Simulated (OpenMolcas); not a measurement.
Fe2+ (d6) among equal point charges was computed by CASSCF with the d shell active (OpenMolcas, ANO-RCC-VTZP on the metal). Its lowest spin-free states, and all those of the highest spin:

```csv
2S+1,Degeneracy,E (cm-1)
5,2,0.0
5,3,963.0
3,3,22240
3,2,22457
3,3,23002
3,3,23203
3,3,25166
3,1,25847
3,3,26101
3,3,26614
3,1,28226
3,3,28541
```

Task: Is the site octahedral, tetrahedral or cube-like, axial, or of lower symmetry?

Result: The states with 2S+1 = 5 have orbital degeneracies 2, 3. Threefold states need a cubic site. For d6 at this spin an octahedron puts the threefold T2 below the twofold E and a tetrahedron or cube puts the twofold E below the threefold T2, so the site is a tetrahedron or a cube, which this pattern cannot tell apart. The first gap at this spin, 963 cm-1, is |10Dq| in ligand-field theory. The run had Fe2+ among 4 point charges of -1 e arranged as a tetrahedron (Td), 2.04 Å from the ion.

An orbital doublet at a regular site is open to a Jahn-Teller distortion, which this geometry leaves out. Without dynamic correlation the repulsion within the d shell is too large (B by tens of per cent), so at a given field states of lower spin stand too high. The ground term spreads over less than 5000 cm-1, several times less than with real ligands, so orbital moments are less quenched and χT lies further from the spin-only value than at real sites. Point charges carry no covalency, so the field is a model and not that of real ligands. No measured value stands beside these numbers.
